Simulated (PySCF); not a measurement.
Si(CCH)2(Cl)(H) (C4H3ClSi), SMILES C([SiH](C#C)Cl)#C. Heavy atoms are numbered as in [SiH:1]([Cl:2])([C:3]#[CH:4])[C:5]#[CH:6]. Hydrogens are named by the atom that carries them.

The structure is a stationary point at B3LYP-D3(BJ)/def2-SVP.

All values below come from PySCF with r2SCAN/def2-TZVP.

Atomic charges (e), one atom of each kind:

```
atom       Löwdin  Mulliken
---------  ------  --------
Si1 (SiH)    0.02       [?]
Cl2          0.24     -0.24
C3          -0.20     -0.20
C4 (CH)     -0.06     -0.16
H on Si1    -0.01       [?]
H on C4      0.13       [?]
```

### Question
Complete the blanks. (The exact figures need the calculation; the answer reports its results.)

### Answer

- Si1 (SiH), Mulliken: 0.59
- H on Si1, Mulliken: -0.02
- H on C4, Mulliken: 0.20

Computed Mayer and Wiberg (Löwdin basis) orders of the bonds:
```json
[
 {"bond": "Si1–Cl2", "Mayer": "1.12", "Wiberg": "1.77"},
 {"bond": "Si1–C3", "Mayer": "1.02", "Wiberg": "1.15"},
 {"bond": "C3–C4", "Mayer": "2.73", "Wiberg": "2.98"},
 {"bond": "Si1–C5", "Mayer": "1.02", "Wiberg": "1.15"},
 {"bond": "C5–C6", "Mayer": "2.73", "Wiberg": "2.98"}
]
```
